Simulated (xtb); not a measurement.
xtb input (GFN2-xTB):

```bash
xtb mol.xyz --gfn 2 --ohess tight --chrg 0 --uhf 0
```
mol.xyz:
```
21

C      2.10476957     0.25474586    -1.27900748
C      1.28170684    -0.79736904    -0.53596801
N      0.26487245    -0.19861959     0.37284475
C      0.84025830     0.11638194     1.70799083
B     -1.08849208     0.03099570     0.06078788
C     -2.11248919     0.63725657     1.06152161
C     -1.62699743    -0.23905335    -1.41102267
H      1.47089511     0.87425531    -1.90513413
H      2.82517481    -0.19276942    -1.89090806
H      2.61810726     0.97230758    -0.58112116
H      0.74394541    -1.38209567    -1.26386466
H      1.97533855    -1.41952538     0.04537329
H      1.73343833     0.74883713     1.64651054
H      1.17000315    -0.80611720     2.18242060
H      0.08354599     0.63019955     2.36635352
H     -2.07798134     0.09624003     2.02036699
H     -3.07095696     0.70624129     0.67425797
H     -1.79419595     1.69132938     1.36659251
H     -2.31654507    -1.06896955    -1.37336992
H     -0.88174612    -0.51460179    -2.16403829
H     -2.10031062     0.64324403    -1.81173161
```

End of the output:

```
optimized geometry written to: xtbopt.xyz

           -------------------------------------------------
          | TOTAL ENERGY              -22.027373057287 Eh   |
          | TOTAL ENTHALPY            -21.828787234815 Eh   |
          | TOTAL FREE ENERGY         -21.875003636770 Eh   |
          | GRADIENT NORM               0.000261579651 Eh/α |
          | HOMO-LUMO GAP               5.714401236065 eV   |
           -------------------------------------------------

------------------------------------------------------------------------
------------------------------------------------------------------------
 total:
 SCF:
 ANC optimizer:
 analytical hessian:
```
